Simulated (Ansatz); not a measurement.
C2H6ClSn, SMILES [CH3][Sn]([Cl])[CH3], multiplicity 2.

Geometry optimised at B3LYP-D3(BJ)/def2-SVP. The multiplicity is an assumed one; no other spin state was optimised. The isomer is the one that the SMILES or the coordinates give; other isomers of the formula were not compared. The def2 effective core potentials stand for the cores of Sn; spin–orbit coupling is left out.

Two levels are set side by side: PBE/def2-SVPD (Ansatz, a program for electronic structure) and CAM-B3LYP/def2-SVPD (Ansatz). Energy differences of separate SCF runs at the same geometry; the states with an electron removed or added have multiplicity 1 and 1. Differences are taken from unrounded values.

```json
[
 {"quantity": "vertical ionisation energy (eV)", "CAM-B3LYP": "8.24", "PBE": "7.89", "PBE minus CAM-B3LYP": "-0.35"},
 {"quantity": "vertical electron affinity (eV)", "CAM-B3LYP": "1.83", "PBE": "1.70", "PBE minus CAM-B3LYP": "-0.13"}
]
```
